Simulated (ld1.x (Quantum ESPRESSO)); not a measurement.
**Building the PAW potential for silver (BLYP, scalar-relativistic).**

- Element: Ag
- Generator: ld1.x (Quantum ESPRESSO) 7.5
- Type: PAW
- Functional: BLYP
- Relativity: scalar-relativistic
- Frozen core: [Kr]
- Valence charge: 11
- Reference configuration: 4d10 5s0 5p0 (charge +1)
- Partial waves: 5s (bound, empty): rcut 1.95, rcutus 2.65 bohr; 5s channel at 0.95 Ry: rcut 1.95, rcutus 2.65 bohr; 5p (bound, empty): rcut 2.95, rcutus 3.25 bohr; 5p channel at 1.05 Ry: rcut 2.95, rcutus 3.25 bohr; 4d (bound): rcut 1.15, rcutus 1.30 bohr; 4d channel at 0.6 Ry: rcut 1.15, rcutus 1.30 bohr
- Local potential: all-electron potential smoothed inside 1.10 bohr (lloc = -1)
- Core correction: a·sin(br)/r model core, default radius (ld1.x builds one for every PAW set, though the input has nlcc=.false.)
- Augmentation charge: PSQ, inside the norm-conserving radii

Calculated quality:

- Ghost test: ghost state, extra bound levels that the all-electron valence spectrum of the same l lacks: p at -480.5 eV (s not tested); a true bound ghost makes a file unfit for plane-wave use (spherical-Bessel basis up to 400 Ry, 20 bohr box)
- Configuration tests: 1 of 7 tests not solved or not reliable; not counted: 4d7 5s0 5p0 (pseudo-atom not self-consistent, printed error -1.1 eV)
- Lowest eigenvalue of the overlap operator: -0.28 (s channel); it is negative, so in a basis up to 400 Ry S is not positive definite and the file is unfit for use
- Density cutoff estimated by the generator: 306 Ry

Note: ghost state, extra bound levels that the all-electron valence spectrum of the same l lacks: p at -480.5 eV (s not tested). A true bound ghost makes a file unfit for plane-wave use. Its overlap operator is not positive definite in a basis up to 400 Ry (lowest eigenvalue s -0.28), so the file is unfit for use: the generalised eigenproblem breaks down once the basis is large enough, and its test numbers describe a broken file.

Generation and tests took about 4.6 s on one core of a shared server CPU.
